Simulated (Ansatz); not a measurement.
cyclo-(F2GeNH)3 (Ge3N3F6H3). Total charge 0; singlet. Geometry PBE-D4/def2-SVP, basis def2-TZVP, Ansatz.

```csv
run,HOMO (eV),LUMO (eV)
A,-7.71,-2.88
B,-8.11,-2.56
C,-9.03,-2.22
D,-7.61,-2.71
E,-9.31,-1.86
```

B3LYP takes the VWN-RPA correlation.

**Question.** The runs used B3LYP, PBE, PBE0, r2SCAN, revPBE. Estimate which is which.

**Answer.** A PBE (0 % exact exchange); B r2SCAN (0 % exact exchange); C B3LYP (20 % exact exchange); D revPBE (0 % exact exchange); E PBE0 (25 % exact exchange). Exact exchange lowers occupied and raises empty levels; among semilocal functionals meta-GGAs tend to open the gap a little, and such runs are hard to tell apart. The gap grows from 4.83 eV (PBE) to 7.46 eV (PBE0).
